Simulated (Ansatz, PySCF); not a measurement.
Gas-phase reaction in SMILES: C=CCCl → [CH2]C=C + Cl atom (the C-Cl bond at the site shown breaks; other sites are not compared here)
Structures are relaxed separately at B3LYP-D3(BJ)/def2-TZVP in Ansatz (an electronic-structure program), one conformer each, not searched for the lowest. Markedly spin-contaminated UHF reference, which strains HF, MP2 and, less, CCSD(T): [CH2]C=C.

Property: bond dissociation energy (enthalpy at 298 K, with B3LYP-D3(BJ) rigid-rotor harmonic-oscillator terms from PySCF), in kcal/mol. Cores are frozen in the correlated levels unless marked. Open shells are spin-unrestricted. Spin-orbit coupling is left out. No relativistic terms. 

| level | program | bond dissociation energy (kcal/mol) |
|---|---|---|
| HF/6-31G | Ansatz | 19.5 |
| RI-HF/aug-cc-pV(T+d)Z | Ansatz | 33.2 |
| SVWN5/def2-TZVPD | Ansatz | 86.3 |
| BLYP-D4/def2-TZVPD | Ansatz + dftd4 | 65.1 |
| PBE0-D3(BJ)/def2-TZVP | Ansatz + dftd3 | 68.3 |
| PBE0-D3(BJ)/def2-TZVPD | Ansatz + dftd3 | 68.5 |
| PBE0/def2-TZVPD | Ansatz | 67.3 |
| wB97X-V/def2-TZVPD | Ansatz | 69.9 |
| B2GP-PLYP/def2-TZVPD | Ansatz | 67.7 |
| B2PLYP-D4/def2-TZVPD | Ansatz + dftd4 | 67.5 |
| B2PLYP/def2-TZVPD | Ansatz | 66.6 |
| SCS-MP2/aug-cc-pV(D+d)Z | Ansatz | 73.7 |
| CCSD/cc-pV(T+d)Z | Ansatz | 63.8 |
| CCSD(T)/cc-pV(D+d)Z | Ansatz | 62.8 |
